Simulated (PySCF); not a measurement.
Distorted geometries of [Lu(NH3)2]3+

[Lu(NH3)2]3+ (singlet in the valence; each metal's 4f electrons, 14 of them, lie in its core potential, out of spins and levels). PySCF 2.14.0, RKS PBE0, Lu lcecp-1-SVP with ECP60, N def2-SVP, H def2-SVP; non-relativistic Hamiltonian with scalar-relativistic core potentials where named; density fitting; no spin-orbit coupling. Relaxed geometry:

```xyz
9

Lu    0.8241   -0.7640   -0.0002
N    -0.1331    0.1195    1.8858
H     0.4466    0.8184    2.3995
H    -1.0364    0.6232    1.7620
H    -0.3603   -0.5709    2.6338
N    -0.1260    0.1247   -1.8865
H     0.3706   -0.0942   -2.7773
H    -1.1013   -0.1792   -2.0956
H    -0.2010    1.1634   -1.9214
```

Order these distorted geometries by energy above the relaxed one, lowest first.
A.
```xyz
9

Lu    0.7949   -0.6552   -0.0505
N    -0.0766    0.0382    1.7540
H     0.5839    0.8448    2.2418
H    -1.1185    0.6024    1.7307
H    -0.4708   -0.7152    2.7967
N    -0.1044    0.2226   -1.9119
H     0.3205   -0.0776   -2.7243
H    -1.0590   -0.1100   -2.1765
H    -0.1868    1.0907   -1.6600
```
B.
```xyz
9

Lu    0.8628   -0.5188    0.0375
N    -0.1339    0.2088    1.7624
H     0.4251    0.8432    2.4020
H    -0.9358    0.6764    1.7484
H    -0.4248   -0.6100    2.5608
N    -0.2136    0.1587   -1.8599
H     0.4789   -0.2167   -2.7302
H    -1.1970   -0.2554   -2.0780
H    -0.1786    0.9546   -1.8430
```
C.
```xyz
9

Lu    0.7239   -0.8206   -0.1513
N    -0.2446    0.1361    1.9080
H     0.4812    0.8515    2.3888
H    -1.1651    0.6505    1.6526
H    -0.2634   -0.4832    2.6203
N    -0.0487    0.0697   -1.7463
H     0.6171   -0.1546   -2.7015
H    -1.1480   -0.1051   -1.9758
H    -0.2692    1.0966   -1.9948
```

C (2.00 eV), A (2.57 eV), B (3.30 eV).

Which forces (eV/Å) act in the one that lies 2.57 eV up?


```
Lu   1.09 -1.38 -0.64
N   -3.66  1.92  5.61
H   -1.80 -2.12 -0.77
H    3.05 -1.44 -0.10
H    1.76  2.41 -3.43
N   -2.08 -7.94  1.77
H    2.38  0.31 -3.30
H   -0.29  0.33  0.46
H   -0.45  7.91  0.41
```
Forces carry noise of the integration grid, about 0.01 to 0.03 eV/Å.

An lcecp potential fixes the number of 4f electrons, so in runs with it no electron can move into or out of that shell.
